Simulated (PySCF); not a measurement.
YCl₂, SMILES [Cl][Y][Cl] (connectivity only; charge and spin as stated), neutral, multiplicity 2.

Geometry: PBE0-D3(BJ)/def2-TZVP. The spin state was assumed, not searched. The isomer is the one that the SMILES or the coordinates give; other isomers of the formula were not compared. The def2 effective core potentials stand for the cores of Y; spin–orbit coupling is left out.

Method: PySCF with r2SCAN/def2-TZVPD.

```yaml
total_energy: -958.85114 hartree
point_group: C2v
"α spin, highest occupied and lowest empty level": -4.49 and -3.12 eV
"β spin, highest occupied and lowest empty level": -7.99 and -2.82 eV
dipole_moment: 3.43 D
quadrupole, principal values (traceless, Buckingham form, about the centre of nuclear charge): -12.47, 4.19, 8.28 D·Å
mean_static_polarisability: 125.8 bohr³ (18.65 Å³)
polarisability_principal_values: 104.1, 133.5, 139.9 bohr³
"⟨S²⟩": 0.751 (pure state 0.75)
```
